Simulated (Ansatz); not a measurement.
C2H7B, SMILES `CBC` (charge 0, multiplicity 1).

Z-matrix (Å, degrees):
```
B
H 1 1.1995
C 1 1.5599 2 118.24
H 3 1.0918 1 114.97 2 165.44
H 3 1.0928 4 109.64 1 129.34
H 3 1.1013 4 106.88 5 113.31
C 1 1.5599 2 118.23 3 -179.99
H 7 1.0918 1 114.97 2 165.60
H 7 1.0928 8 109.63 1 129.29
H 7 1.1013 8 106.90 9 113.30
```
Charge 0, spin multiplicity 1.

Frozen-core energies in 6-31g from Ansatz (an electronic-structure program) at a geometry from B3LYP-D3(BJ)/def2-TZVP; the HF reference has <S^2> = 0.00 and the T1 diagnostic is 0.007.

```csv
level,energy (Ha),difference from CCSDT(Q) (mHa)
HF,-104.45524,279.61
MP2,-104.68843,46.42
CCSD,-104.72831,6.54
CCSD(T),-104.73393,0.92
CCSDT,-104.73461,0.24
CCSDT(Q),-104.73485,0.00
```
